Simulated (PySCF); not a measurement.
**Spin-orbit coupling and the third ionisation energy along group 15**

Two-component X2C-1e calculated with PySCF 2.14: MP2 on generalised Hartree-Fock spinors (GMP2), with spin-orbit coupling off and on (screened by Boettger's factors); no Breit or QED terms. Values in eV; the references (NIST) lie between the lowest levels. Elements whose determinants are no pure J levels are left out.

| element | configurations | spin-free | with spin-orbit | shift | reference |
| --- | --- | --- | --- | --- | --- |
| N (x2c-TZVPall-2c, 1s2 frozen) | [He] 2s2 2p1 → [He] 2s2 | 47.453 | 47.467 | 0.014 | 47.445 (s) |
| P (x2c-TZVPall-2c, [Ne] frozen) | [Ne] 3s2 3p1 → [Ne] 3s2 | 29.841 | 29.885 | 0.044 | 30.203 |
| As (x2c-TZVPall-2c, [Ne] frozen) | [Ar] 3d10 4s2 4p1 → [Ar] 3d10 4s2 | 27.829 | 28.077 | 0.248 | 28.349 ± 0.012 |
| Sb (x2c-TZVPall-2c, [Ar] 3d10 frozen) | [Kr] 4d10 5s2 5p1 → [Kr] 4d10 5s2 | 24.499 | 25.070 | 0.572 | 25.323 |
| Bi (x2c-TZVPall-2c, [Kr] 4d10 4f14 frozen) | [Xe] 4f14 5d10 6s2 6p1 → [Xe] 4f14 5d10 6s2 | 23.439 | 25.310 | 1.872 | 25.571 |

The largest shift is at Bi, 1.872 eV, where spin-orbit coupling lowers the species with more electrons by more than the one with fewer (starting occupations 6p1/2^1 and closed).

What remains against the references is mostly the basis and correlation beyond MP2. References marked (s) are semi-empirical, (t) theoretical.
